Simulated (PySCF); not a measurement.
C₂Cl₃ (SMILES Cl[C]=C(Cl)Cl), doublet, at a GFN2-xTB geometry; DF-REVPBE/def2-SVPD in PySCF.

PySCF was given this input:
```python
from pyscf import gto, scf, dft

mol = gto.Mole()
mol.atom = '''
    C    -0.01280289    0.20464514    1.02473773
    C     0.00168582    0.32335442   -0.26381268
    Cl   -0.02139799   -0.94010326    2.18439863
    Cl    0.02057196   -1.07353155   -1.37258546
    Cl    0.00474969    1.82728202   -1.08037495
'''
mol.basis = 'def2-svpd'
mol.spin = 1
mol.verbose = 4
mol.build()

mf = dft.UKS(mol)
mf.xc = 'revpbe'
mf = mf.density_fit(auxbasis='def2-universal-jkfit')
mf.kernel()
```

What the program printed (banner, timings and long lists left out):

```
PySCF version 2.14.0

[INPUT] verbose = 4
[INPUT] num. atoms = 5
[INPUT] num. electrons = 63
[INPUT] charge = 0
[INPUT] spin (= nelec alpha-beta = 2S) = 1
[INPUT] symmetry False subgroup None
[INPUT] Mole.unit = angstrom
[INPUT] Symbol           X                Y                Z      unit          X                Y                Z       unit  Magmom
[INPUT]  1 C     -0.012802890000   0.204645140000   1.024737730000 AA   -0.024193955703   0.386723267323   1.936473659208 Bohr   0.0
[INPUT]  2 C      0.001685820000   0.323354420000  -0.263812680000 AA    0.003185738095   0.611051294968  -0.498533713388 Bohr   0.0
[INPUT]  3 Cl    -0.021397990000  -0.940103260000   2.184398630000 AA   -0.040436340716  -1.776537690211   4.127915157575 Bohr   0.0
[INPUT]  4 Cl     0.020571960000  -1.073531550000  -1.372585460000 AA    0.038875370246  -2.028680615580  -2.593810601960 Bohr   0.0
[INPUT]  5 Cl     0.004749690000   1.827282020000  -1.080374950000 AA    0.008975613277   3.453062570142  -2.041612767341 Bohr   0.0

nuclear repulsion = 300.562268494668
number of shells = 49
number of NR pGTOs = 195
number of NR cGTOs = 121
basis = def2-svpd
ecp = {}

******** <class 'pyscf.df.df_jk.DFUKS'> ********
method = DFUKS
initial guess = minao
damping factor = 0
level_shift factor = 0
DIIS = <class 'pyscf.scf.diis.CDIIS'>
diis_start_cycle = 1
diis_space = 8
diis_damp = 0
SCF conv_tol = 1e-09
SCF conv_tol_grad = None
SCF max_cycles = 50
direct_scf = False
number electrons alpha = 32  beta = 31
XC library pyscf.dft.libxc version 7.1.2
    S. Lehtola, C. Steigemann, M. J. T. Oliveira, and M. A. L. Marques,  SoftwareX 7, 1–5 (2018)
XC functionals = revpbe
    Y. Zhang and W. Yang,  Phys. Rev. Lett. 80, 890 (1998)
    J. P. Perdew, K. Burke, and M. Ernzerhof,  Phys. Rev. Lett. 77, 3865 (1996)
    J. P. Perdew, K. Burke, and M. Ernzerhof,  Phys. Rev. Lett. 78, 1396 (1997)
radial grids:
    Treutler-Ahlrichs [JCP 102, 346 (1995); DOI:10.1063/1.469408] (M4) radial grids

becke partition: Becke, JCP 88, 2547 (1988); DOI:10.1063/1.454033
pruning grids: <function nwchem_prune>
grids dens level: 3
symmetrized grids: False
atomic radii adjust function: <function treutler_atomic_radii_adjust>
small_rho_cutoff = 0
Set gradient conv threshold to 3.16228e-05
tot grids = 84880
init E= -1456.63283916935

cycle= 1 E= -1455.94721040046  delta_E= 0.686  |g|= 0.155  |ddm|= 3.33
cycle= 2 E= -1455.94231810934  delta_E= 0.00489  |g|= 0.19  |ddm|= 0.947
cycle= 3 E= -1455.96144918583  delta_E= -0.0191  |g|= 0.0568  |ddm|= 0.474
cycle= 4 E= -1455.96267709683  delta_E= -0.00123  |g|= 0.0304  |ddm|= 0.137
cycle= 5 E= -1455.96316852795  delta_E= -0.000491  |g|= 0.0109  |ddm|= 0.08
cycle= 6 E= -1455.96324390287  delta_E= -7.54e-05  |g|= 0.00479  |ddm|= 0.0267
cycle= 7 E= -1455.96325595017  delta_E= -1.2e-05  |g|= 0.00274  |ddm|= 0.0121
cycle= 8 E= -1455.96326168368  delta_E= -5.73e-06  |g|= 0.00063  |ddm|= 0.00533
cycle= 9 E= -1455.96326228864  delta_E= -6.05e-07  |g|= 0.000297  |ddm|= 0.00247
cycle= 10 E= -1455.96326238969  delta_E= -1.01e-07  |g|= 0.000119  |ddm|= 0.00112
cycle= 11 E= -1455.96326240162  delta_E= -1.19e-08  |g|= 7.46e-05  |ddm|= 0.000491
cycle= 12 E= -1455.96326240533  delta_E= -3.71e-09  |g|= 2.3e-05  |ddm|= 0.00018
cycle= 13 E= -1455.96326240548  delta_E= -1.44e-10  |g|= 1.78e-05  |ddm|= 5.66e-05
Extra cycle  E= -1455.96326240474  delta_E= 7.37e-10  |g|= 4.13e-05  |ddm|= 0.000103
converged SCF energy = -1455.96326240474  <S^2> = 0.75786167  2S+1 = 2.0078463
```
